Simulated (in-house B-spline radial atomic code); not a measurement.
**How G0W0 and RPA depend on the start: Al³⁺**

Configuration [He] 2s2 2p6. Computed with a B-spline radial code for spherical atoms: all electrons, scalar-relativistic (spin-free one-electron X2C), finite nucleus, each spin shell either full or empty, empty states to l = 9 with an (l + 1/2)⁻⁴ tail; G0W0 by contour deformation at full frequency.

```csv
start,mean-field 2p (eV),G0W0 (eV),QP weight,RPA correlation (Eh)
Hartree-Fock,-121.69,-120.44,0.975,-0.55076
LDA VWN5,-104.21,-119.91,0.954,-0.61263
PBE,-104.12,-119.70,0.954,-0.61167
PBE0,-108.83,-119.95,0.962,-0.59461
r2SCAN,-105.72,-119.68,0.959,-0.59983
HSE06,-108.38,-119.93,0.961,-0.59594
B3LYP (VWN-RPA),-108.11,-119.89,0.960,-0.59868
SCAN,-105.80,-119.61,0.959,-0.59918
TPSS,-104.53,-119.66,0.955,-0.6071
BHandHLYP,-113.55,-120.13,0.967,-0.57951
CAM-B3LYP,-110.11,-120.06,0.963,-0.59266
LC-wPBE,-110.05,-120.21,0.964,-0.59349
wB97X,-110.65,?,?,?
PBEsol,-103.95,-119.80,0.954,-0.6117
BLYP,-104.16,-119.65,0.953,-0.61248
r2SCAN0,-109.97,?,?,?
LDA exchange-only,-102.14,-120.03,0.951,-0.61295
```

Q: What G0W0 level, weight and RPA correlation energy follow from the r2SCAN0 start?

A: G0W0 level -119.91 eV, weight 0.964, RPA correlation -0.58687 hartree.

Q: What G0W0 level, weight and RPA correlation energy follow from the wB97X start?

A: G0W0 level -119.98 eV, weight 0.966, RPA correlation -0.58875 hartree.

Q: How much of the dependence on the start does G0W0 remove?

A: The mean-field levels span 19.6 eV and the G0W0 levels 0.828 eV. Against 119.992 ± 0.0019 eV (NIST, measured) the G0W0 removal energies are off by -0.38 to +0.45 eV, with spin-orbit coupling, Breit and QED terms left out.
